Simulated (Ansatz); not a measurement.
CH6FNOSi2, SMILES `N[Si]1(F)CO[SiH2]1` at its PBE0-D4/def2-TZVP geometry, where that method's forces vanish. Charge 0, multiplicity 1.

```xyz
12

N     1.0008    1.2136    1.2761
Si   -0.3565    0.5066    0.5375
F    -1.7357    1.1646    1.0315
C    -0.2455    0.4016   -1.3633
O     0.0326   -1.0151   -1.4834
Si   -0.2108   -1.7432    0.0073
H     1.2703    2.1699    1.1070
H     1.3336    0.8890    2.1689
H    -1.1773    0.6432   -1.8841
H     0.5670    0.9648   -1.8305
H     0.9478   -2.5909    0.3996
H    -1.4264   -2.6043    0.0333
```

Task: What forces (eV/Å) does r2SCAN-D4/def2-TZVPP give on these atoms in Ansatz 0.2.0? (Best estimate.)

Result: Ansatz gave: 
```
N1   0.020 -0.020 -0.016
Si2  0.002 -0.036  0.016
F3  -0.074  0.041  0.014
C4  -0.084  0.385  0.048
O5   0.106 -0.346 -0.127
Si6 -0.013 -0.053  0.090
H7   0.022  0.025  0.019
H8   0.023  0.022  0.022
H9   0.001 -0.003 -0.022
H10 -0.003 -0.002 -0.025
H11 -0.016 -0.009 -0.014
H12  0.016 -0.005 -0.005
```
